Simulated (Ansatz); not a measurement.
System: sum formula Si2H4Cl2, charge 0, multiplicity 1. SMILES: [SiH](Cl)(Cl)[SiH3]
Geometry from a B3LYP-D3(BJ)/def2-TZVP (Ansatz, a program for electronic structure) optimisation:
```
Si
H 1 1.4755
Cl 1 2.0657 2 107.04
Cl 1 2.0657 2 107.04 3 117.01
Si 1 2.3385 2 115.26 4 121.49
H 5 1.4797 1 108.47 2 -180.00
H 5 1.4813 6 110.05 1 -119.48
H 5 1.4813 6 110.05 7 -121.04
```
Charge 0, spin multiplicity 1.

Wanted: atomisation energy (electronic, to ground-state atoms), in kJ/mol. Correlated levels leave the core frozen unless marked. UHF or UKS for open shells. Spin-orbit coupling is left out. No relativistic terms. The coupled-cluster limit lacks core correlation, which all-electron functionals hold. CBS(X,Y): correlation extrapolated as X^-3; Hartree-Fock from the larger set.

```json
[
 {"level": "PBE-D4/def2-TZVPD", "program": "Ansatz + dftd4", "atomisation energy (kJ/mol)": "2353.4"},
 {"level": "BLYP-D4/def2-TZVPD", "program": "Ansatz + dftd4", "atomisation energy (kJ/mol)": "…"},
 {"level": "B97M-V/def2-TZVPD", "program": "Ansatz", "atomisation energy (kJ/mol)": "…"},
 {"level": "B3LYP/def2-TZVPD", "program": "Ansatz", "atomisation energy (kJ/mol)": "2308.2"},
 {"level": "PBE0-D3(BJ)/def2-TZVPD", "program": "Ansatz + dftd3", "atomisation energy (kJ/mol)": "2350.1"},
 {"level": "PBE0/def2-TZVP", "program": "Ansatz", "atomisation energy (kJ/mol)": "…"},
 {"level": "BHLYP-D4/def2-TZVPD", "program": "Ansatz + dftd4", "atomisation energy (kJ/mol)": "2325.9"},
 {"level": "wB97M-V/def2-TZVPD", "program": "Ansatz", "atomisation energy (kJ/mol)": "…"},
 {"level": "B2GP-PLYP/def2-TZVPD", "program": "Ansatz", "atomisation energy (kJ/mol)": "2314.1"},
 {"level": "RPA@PBE/cc-pV(Q+d)Z", "program": "Ansatz", "atomisation energy (kJ/mol)": "2217.1"},
 {"level": "CCSD/aug-cc-pV(D+d)Z", "program": "Ansatz", "atomisation energy (kJ/mol)": "2163.5"},
 {"level": "CCSD/cc-pV(T+d)Z", "program": "Ansatz", "atomisation energy (kJ/mol)": "2263.0"},
 {"level": "CCSD/cc-pV(Q+d)Z", "program": "Ansatz", "atomisation energy (kJ/mol)": "2314.6"},
 {"level": "CCSD(T)/CBS(aug-cc-pV(T+d)Z,aug-cc-pV(Q+d)Z)", "program": "Ansatz", "atomisation energy (kJ/mol)": "2383.4"}
]
```

Question: Complete the blanks.

Answer: 
- BLYP-D4/def2-TZVPD, atomisation energy (kJ/mol): 2316.1
- B97M-V/def2-TZVPD, atomisation energy (kJ/mol): 2395.6
- PBE0/def2-TZVP, atomisation energy (kJ/mol): 2328.3
- wB97M-V/def2-TZVPD, atomisation energy (kJ/mol): 2372.4
